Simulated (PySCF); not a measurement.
**Yb⁺: ionisation energy**

Yb⁺ [Xe] 4f14 6s1 (2S) → Yb²⁺ [Xe] 4f14 (1S), as a difference of total energies. Calculation: PySCF 2.14, in cc-pVDZ-X2C (8s7p5d3f1g, 84 functions); scalar relativity by spin-free X2C-1e. Correlated levels: valence: [Kr] 4d10 frozen; valence and next inner shell: [Ar] 3d10 frozen. The calculations carry no spin-orbit coupling.

| method | ionisation energy (eV) |
| --- | --- |
| UHF | 11.267 |
| LDA | 12.628 |
| PBE | 12.408 |
| PBE0 | 12.148 |
| r2SCAN | 12.156 |
| BLYP | 12.488 |
| M06-L | 11.521 |
| revPBE | 12.286 |
| MP2 (valence) | 12.053 |
| SCS-MP2 (valence) | 11.903 |
| MP2 (valence and next inner shell) | 12.075 |
| SCS-MP2 (valence and next inner shell) | 11.921 |

Problem. How much does correlation contribute at MP2 (valence and next inner shell)?

Solution. 12.075 − (11.267) = 0.808 eV, measured against UHF.

Errors of the correlated levels include the incompleteness of this basis and the frozen core.

For comparison: 12.179 eV (measured; NIST Atomic Spectra Database, ionization energies).
